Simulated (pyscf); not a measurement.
**Insertion: `[OH][Al]` [singlet] + `[OH][SiH3]` → `[OH][AlH][SiH2][OH]`**

Gas phase, singlet surface, charge 0. Bonds broken: Si5–H7. Bonds formed: Al1–Si5, Al1–H7. PySCF, gas phase, ωB97X-D3(BJ)/def2-SVP geometries. MP2 and CC: frozen core, UHF for open shells. ΔMP2 is the change of the MP2 total energy from the triple- to the quadruple-zeta basis.

Transition state (Å):

```xyz
9

Al     0.2487     1.2976    -0.2063
O      1.2567     1.1099    -1.5596
H      1.5094     0.3217    -2.0455
O     -2.3879    -0.5555     1.4379
Si    -1.1001     0.4991     1.6038
H     -2.1589    -1.3725     0.9786
H     -0.3487    -0.4540     0.2457
H      0.0619     0.1415     2.4737
H     -1.8409     1.6215     2.2555
```

One imaginary mode, 443i cm⁻¹; descent along it reached the two sides named.

| bond | change | reactant side (Å) | saddle | product side |
|---|---|---|---|---|
| Si5–H7 | breaks | 1.499 | 1.821 | 3.6 |
| Al1–Si5 | forms | 3.4 | 2.395 | 2.438 |
| Al1–H7 | forms | 3.0 | 1.905 | 1.594 |

Electronic energies relative to the separated reactants (kcal/mol):

```csv
level,barrier,reaction energy,reverse barrier
ωB97X-D3(BJ)/def2-TZVP,26.4,-16.7,43.1
PBE/def2-TZVP,23.3,-11.6,34.9
r²SCAN/def2-TZVP,23.5,-14.4,38.0
B3LYP-D3(BJ)/def2-TZVP,30.9,-9.6,40.5
PBE0-D3(BJ)/def2-TZVP,24.8,-13.6,38.4
M06-2X/def2-TZVP,31.7,-7.9,39.6
ωB97M-D3(BJ)/def2-TZVP,32.9,-6.9,39.9
HF/def2-TZVP,46.2,-6.0,52.3
MP2/def2-QZVPP,31.2,-11.3,42.5
CCSD/def2-TZVPP,34.0,-9.0,43.1
CCSD(T)/def2-TZVPP,31.5,-9.8,41.3
CCSD(T)/def2-TZVPP + ΔMP2(QZVPP),30.9,-10.5,41.4
```

With CCSD(T)/def2-TZVPP + ΔMP2(QZVPP) energies and thermal terms (ideal gas, 1 atm, RRHO with modes under 100 cm⁻¹ raised to 100, one conformer, R ln 2 for chiral ones without a mode under 150 cm⁻¹), in kcal/mol:

| T (K) | ΔH‡ | ΔG‡ | ΔH | ΔG |
|---|---|---|---|---|
| 298 | 29.7 | 40.6 | -10.4 | -0.5 |
| 600 | 30.0 | 51.5 | -9.5 | +9.1 |
| 900 | 30.5 | 62.1 | -8.5 | +18.2 |
| 1200 | 31.0 | 72.6 | -7.5 | +27.0 |

The reactants may also form a dative adduct at HO–Al [singlet]; it and routes through it were not searched. The same reactants have a lower exit, to HO–Al(OH)–SiH₃ (barrier +12.0 kcal/mol at ωB97M-D3(BJ)/def2-TZVP, against +32.9 kcal/mol here). HO–AlH–SiH₂–OH lies 36.7 kcal/mol over its isomer HO–SiH₂–O–AlH₂ (electronic energy, ωB97M-D3(BJ)/def2-TZVP). One saddle was located; it need not be the lowest between these sides. The CCSD(T) − MP2 part came from Ansatz, without density fitting, on the same reference.
